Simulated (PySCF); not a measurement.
How methods differ on the ionisation energy of I⁴⁰⁺

I⁴⁰⁺ [Ne] 3s2 3p1 (2P) → I⁴¹⁺ [Ne] 3s2 (1S), as a difference of total energies. All numbers are calculated (PySCF 2.14, the spin-free X2C one-electron Hamiltonian (Gaussian nucleus), in an uncontracted even-tempered set (18 s from 6.9 bohr⁻², ratio 2.5; 12 p from 9 bohr⁻², ratio 2.5; 4 d from 37 bohr⁻², ratio 2.7; 4 f from 55 bohr⁻², ratio 2.7)). Correlated levels: outer shells: 1s2 frozen; virtual orbitals above 40 to 60 times the deepest correlated orbital energy dropped. The calculations carry no spin-orbit coupling.

```
                method  ionisation energy (eV)
                   UHF                  2875.4
                   LDA                  2877.1
                   PBE                  2878.1
                  PBE0                  2877.7
                r2SCAN                  2877.5
               r2SCANh                  2877.5
                 B97-3                  2877.4
    MP2 (outer shells)                  2875.9
SCS-MP2 (outer shells)                  2875.7
```

A first-order spin-orbit estimate (lowest level to lowest level, LS coupling) adds 48.276 eV.

Breit and QED terms and the two-electron picture change are absent.

First order in ζ underestimates the shift of j = l − 1/2 levels at high Z.

For comparison: 2926 ± 4 eV (theoretical estimate listed by NIST; NIST Atomic Spectra Database, ionization energies).
